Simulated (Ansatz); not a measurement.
```yaml
crystal:
  periodic: [false, false, false]
  atoms:
    - {symbol: Ga, position_ang: [-0.838923, -0.540403, 1.415434]}
    - {symbol: H, position_ang: [-1.291011, -1.986378, 1.297052]}
    - {symbol: H, position_ang: [-0.948369, 0.615409, 2.434699]}
    - {symbol: Cl, position_ang: [1.510648, -0.463877, 0.687424]}
    - {symbol: Ga, position_ang: [0.777986, 0.538049, -1.418596]}
    - {symbol: H, position_ang: [0.946246, -0.598102, -2.481323]}
    - {symbol: H, position_ang: [1.278532, 1.966786, -1.267520]}
    - {symbol: Cl, position_ang: [-1.474651, 0.503849, -0.658796]}
basis:
  gaussian: {orbitals: cc-pVTZ}
magnetization: {spin_polarized: false, initial_magnetization: 2}
hamiltonian: {xc: {name: r2SCAN0}}
scf: {omitted_lower_state_checks: [starts]}
```

```sh
$ ansatz run in.yaml --threads 4 --pin off --events-out ev --progress --plain --max-ram 3916MiB
```

It prints (some lines left out):

```
Functional definition: r2SCAN0
1638 factors; their error is unknown
mean field evaluation 1: about -129861.6911 eV, gradient 2.0e1 eV
mean field evaluation 2: about -129861.8276 eV, gradient 1.9e1 eV
mean field evaluation 4: about -129862.1866 eV, gradient 4.2e0 eV
mean field evaluation 8: about -129862.2944 eV, gradient 2.2e-1 eV
mean field evaluation 16: about -129862.8373 eV, gradient 2.5e-3 eV
mean field evaluation 32: about -129862.8373 eV, gradient 1.8e-5 eV
mean field -129862.83726234 eV, -4772.3712451982 hartree, gradient 3.8e-6 eV, S^2 2.000000; 0 other end points of the search recorded, 0 dependent functions left out
reference -129862.83728001 eV, -4772.3712458478 hartree; 51, 49 occupied and 159, 161 virtual orbitals, 1638 factors
Total energy: -129862.83728001 eV, -4772.3712458478 hartree
Checks for a lower state left out: starts
```

Run time 86 s (4 threads of Arm Neoverse N1 on a shared host), peak host memory 1.5 GiB.

With spin_polarized false and unpaired electrons the run is restricted open-shell.
